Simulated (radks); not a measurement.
All-electron atom: Zn12+ in [Ar] (the NIST ground configuration). Method: Dirac Kohn-Sham, BLYP, spin-unpolarised, spherical densities, finite nucleus; Fermi nuclear charge, rms radius 3.9283 fm; computed with a radial shooting solver on a logarithmic mesh with Libxc functionals.

Spin-orbit splittings of the eigenvalues, e(l+1/2) - e(l-1/2), with zeta = 2 splitting/(2l+1) and mean radii in bohr:

shell  occ.  splitting (eV)  zeta (eV)  <r> j=l-1/2  <r> j=l+1/2
2p        6           23.93      15.96       0.1952       0.1986
3p        6           4.355      2.903       0.6011       0.6073
3d        0          0.7741     0.3096       0.5697       0.5714
4p        0           1.244     0.8295        1.307        1.316
